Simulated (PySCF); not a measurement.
Species: C6H8OSi.
Z-matrix (Å and degrees, PBE0-D3(BJ)/def2-SVP geometry), rows numbered from 1:
```
C 
C   1  1.3646
O   2  1.3418  1  110.67
C   3  1.3647  2  108.15  1     0.10
Si  4  1.8524  3  119.26  2  -178.85
C   5  1.8599  4  119.59  3   101.13
C   6  1.5408  5   65.38  4   101.28
C   4  1.3730  3  108.70  2     0.06
H   1  1.0878  2  126.67  3  -179.91
H   2  1.0875  1  133.02  3   179.84
H   5  1.4829  4  115.90  3   -52.62
H   6  1.0955  5  118.47  7  -108.06
H   6  1.0958  5  119.42  7   108.04
H   7  1.0959  5  119.22  6   107.99
H   7  1.0956  5  119.12  6  -108.14
H   8  1.0883  1  127.33  2  -179.36
```

Linear response at B3LYP/def2-SVPD (PySCF, frozen core in the response, non-relativistic). One conformer (not necessarily the lowest) at the PBE0-D3(BJ)/def2-SVP geometry, without solvent, vibrations or thermal averaging.

Static isotropic polarisability: 100.29 au (14.86 Å³), principal values 75.5, 92.5, 132.8 au.

(1) What is the polarisability at 1064 nm and at the sodium D line?

(2) What is the isotropic C6 coefficient between two such molecules, C6 = (3/π)∫α(iω)² dω?

(3) Which effective excitation energy ω̄ makes London's formula C6 = (3/4)α²ω̄ exact here?

(4) What n − 1 at the D line would an ideal gas of it have at 273.15 K and 1 atm (2.6868 × 10¹⁹ cm⁻³), by n − 1 = 2π·N·α′?

(5) What three-body coefficient follows from the one-pole estimate C9 = (3/4)·α·C6?

(6) The lowest 10 singlets have (eV, f): 5.08, 0.202; 5.73, 0.143; 5.98, 0.043; 6.04, 0.008; 6.35, 0.014; 6.38, 0.016; 6.51, 0.000; 6.63, 0.123; 6.77, 0.018; 6.81, 0.003. What share of the static polarisability do they carry in the sum over states α = Σ f/ω²?

Answers

(1) 101.63 au at 1064 nm (+1.3 %), 104.99 au at 589.3 nm (+4.7 %). The rise at 589.3 nm is 3.49 times that at 1064 nm; a pure ω² law gives 3.26. The lowest singlet lies at 244 nm, shorter than both wavelengths.

(2) 3590 au (Eh·bohr⁶) by a ten-point quadrature over imaginary frequencies, which is 2140 eV·Å⁶ or 207 J·nm⁶/mol.

(3) ω̄ = 4·C6/(3α²) = 0.476 Eh = 12.9 eV. A one-pole form α(ω) = α/(1 − ω²/ω̄²) fitted to the 1064 nm value gives 10.1 eV. London's choice of the ionisation energy (8.14 eV, ΔSCF at the same level) gives C6 = 2260 au, 37 % too low.

(4) 26.27 × 10⁻⁴, a formal value whether or not that pressure can be reached.

(5) 270000 au. This is an estimate from the two numbers above, not a computed integral.

(6) 13.05 au, 13.0 % of α; the largest term, 5.80 au, is that of the state at 5.08 eV. Their oscillator strengths add up to 0.57. Higher states carry the rest.

The run took 4.8 min (grids of density and orbitals included) on one thread, Arm Neoverse N1 (aarch64), shared host, and the process peaked at 1.1 GiB of memory. This is the whole response run at B3LYP/def2-SVPD, SCF included.
